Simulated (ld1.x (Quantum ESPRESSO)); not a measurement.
Reading a pseudo-wave (nitrogen (N))

Columns: radius, all-electron u(r) and pseudo u(r) of the 2p shell (level -7.64 eV) of nitrogen in the configuration [He] 2s1 2p4; LDA (PZ), scalar-relativistic, TM scheme, ld1.x (Quantum ESPRESSO) 7.5.

```tsv
r (bohr)	all-electron	pseudo
0.115	0.0926	0.0282
0.230	0.2614	0.1087
0.345	0.4266	0.2302
0.460	0.5616	0.3755
0.575	0.6609	0.5247
0.690	0.7271	0.6585
0.805	0.7651	0.7618
0.920	0.7807	0.8269
1.035	0.7792	0.8531
1.150	0.7653	0.8463
1.265	0.7425	0.8155
1.380	0.7138	0.7706
1.495	0.6812	0.7200
1.610	0.6465	0.6694
1.725	0.6107	0.6221
1.840	0.5748	0.5793
1.955	0.5393	0.5406
2.070	0.5047	0.5049
2.185	0.4713	0.4714
2.300	0.4394	0.4394
2.415	0.4089	0.4089
2.530	0.3800	0.3800
2.645	0.3528	0.3528
2.760	0.3271	0.3271
2.875	0.3030	0.3030
2.990	0.2805	0.2805
```

(1) How many radial nodes do the two functions have?

(2) At about which radius was the pseudo-wave matched?

(3) Is the pseudo-wave norm-conserving?

Answers

(1) The all-electron 2p function has n − l − 1 = 0; the pseudo-wave has 0.

(2) 2.30 bohr. The columns agree to 0.0005 from 2.07 bohr on; several derivatives are matched, so the curves merge somewhat inside the radius.

(3) Yes: the TM scheme keeps the norm inside the radius equal to the all-electron one, which fixes the energy derivative of the logarithmic derivative at the level.
